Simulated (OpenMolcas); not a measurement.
## O III: effect of the IPEA shift

```
Program             : OpenMolcas 26.06
Basis               : ANO-RCC-VQZP [5s4p3d2f1g]
Scalar Hamiltonian  : DKH2, point nucleus
Active space        : 2 electrons in 3 orbitals (2p)
State averaging     : 2S+1 = 3 even, 3 roots; 2S+1 = 1 even, 6 roots
Spin-orbit coupling : RASSI with atomic mean-field integrals over the reference wave functions, term energies averaged over their components
```

Methods on the same reference wave functions:
A. CASSCF
B. SS-CASPT2, IPEA 0 Eh, imaginary shift 0.1 Eh (closed shells correlated: 1s 2s)
C. SS-CASPT2, IPEA 0.25 Eh, imaginary shift 0.1 Eh (closed shells correlated: 1s 2s)

Energies in cm-1 above 2s2 2p2 3P0, the measured ground level; measured values from Moore, Selected Tables of Atomic Spectra, NSRDS-NBS 3, section 11.

```csv
Level,A,B,C,Measured
2s2 2p2 3P0,0.0,0.0,0.0,0.0
2s2 2p2 3P1,111,111,111,113
2s2 2p2 3P2,328,328,328,
2s2 2p2 1D2,22850,20700,20470,20273
2s2 2p2 1S0,56328,46360,46380,43186
```

Deviations, from unrounded energies. A percentage is the sum of absolute deviations over the sum of measured energies, with the sign that they share, or ± where signs differ.

```json
{"Against measurement": "mean absolute deviation (cm-1)", "Levels": "3", "A": "5200", "B": "1200", "C": "1100"}
{"Against measurement": "fine structure of the ground term (%)", "Levels": "1", "A": "-2.1", "B": "-1.8", "C": "-1.8"}
{"Against measurement": "other terms of the ground configuration (%)", "Levels": "2", "A": "+24.8", "B": "+5.7", "C": "+5.4"}
```

C lies closest to measurement on these levels and A furthest from it. The largest miss of C in the table is 2s2 2p2 1S0, by +3200 cm-1. The ranking rests on the paired levels alone, and a cruder setting can come out closer through cancelling errors.

Between B and C the level of the table that moves most is 2s2 2p2 1D2, by 230 cm-1 (lowest in C, highest in B). Moves below CASPT2's spread within the term are not significant.

The mean deviations of B to C differ by less than CASPT2's widest spread within a term (89 cm-1), so their order carries little weight.

From A to B the spin-free energies of the other terms of 2s2 2p2 shown, above 3P, scale by factors of 0.82 to 0.91.

The lowest spin-free term lies below A's lowest term by 0.104 hartree in B, 0.101 hartree in C.

Term energies are means over components that CASPT2 splits; among the terms shown or strongly mixed into the levels shown the widest spread is 89 cm-1 (2s2 2p2 1D, C). With the s shell closed, the reference lacks s² → p² mixing. Computed and measured levels are paired by configuration, term and J; levels that our copy of the source lacks, or whose pairing is in doubt (as where it misses far off the trend of its configuration), stay unpaired and out of the deviations. Levels of configurations outside the active space are missing.
